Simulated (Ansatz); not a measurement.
Consider the isomerisation: `COBO` → `OBCO`.

Gas-phase electronic energies from Ansatz, PBE0-D4/def2-TZVP geometries. CCSD(T)/CBS is the MP2 limit (def2-TZVPP, def2-QZVPP) plus CCSD(T) − MP2 in def2-TZVPP, frozen cores. DFT in def2-TZVPP. Each species was taken in one conformer, which may not be the lowest.

```json
{"level": "BHLYP-D4", "ΔE (kJ/mol)": "141.4"}
{"level": "CAM-B3LYP-D4", "ΔE (kJ/mol)": "139.2"}
{"level": "BLYP", "ΔE (kJ/mol)": "137.8"}
{"level": "HF/def2-QZVPP", "ΔE (kJ/mol)": "148.7"}
```

Problem. What does CCSD(T)/CBS give? (Estimate.)

Solution. The calculation gave: +134.1 kJ/mol. The listed levels differ from it by 7.3, 5.1, 3.7, 14.6 kJ/mol.

Largest T1 diagnostic among the species: 0.013.

At CCSD(T), def2-SVP lies +17.8 kJ/mol from the extrapolated value and def2-TZVPP +2.9 kJ/mol. From BLYP to BHLYP (50 % exact exchange), in def2-TZVPP and without D4, ΔE moves by +4.2 kJ/mol.
